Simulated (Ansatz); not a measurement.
Gas-phase electronic energies from Ansatz, PBE0-D4/def2-TZVP geometries. CCSD(T)/CBS adds triple-zeta CCSD(T) − MP2 to the extrapolated MP2 energy (def2 sets, frozen cores). This one scheme is used for every species. DFT in def2-TZVPP. B3LYP here is the variant with VWN-RPA as its local correlation; programs differ in this. One conformer a species, not always the lowest.

Reaction (formal loss of a carbene): `CC(F)[SiH2]N` → `[CH]F` + `C[SiH2]N`

```tsv
level	ΔE (kJ/mol)	difference from CCSD(T)/CBS
PBE0-D4	374.3	23.1
B3LYP-D4	352.0	0.8
B2PLYP	348.3	-2.9
r2SCAN	369.1	17.9
PBE0	367.6	16.4
SCS-MP2/def2-TZVPP	352.8	1.6
CCSD/def2-TZVPP	341.2	-10.0
CCSD(T)/def2-TZVPP	344.0	-7.2
MP2/def2-QZVPP	373.3	22.1
MP2/CBS(def2)	376.6	25.4
CCSD(T)/CBS	351.2	0
```

Largest T1 diagnostic among the species: 0.018.

In def2-TZVPP, CCSD(T) changes the Hartree–Fock value by +40.4 kJ/mol (the triples alone add +2.8 kJ/mol) and MP2 by +65.9 kJ/mol. The D4 term adds +12.2 kJ/mol with B3LYP and +6.7 kJ/mol with PBE0; it sums over pairs of atoms, weighted by their polarisabilities, and B3LYP, whose exchange is more repulsive, gets the larger term.
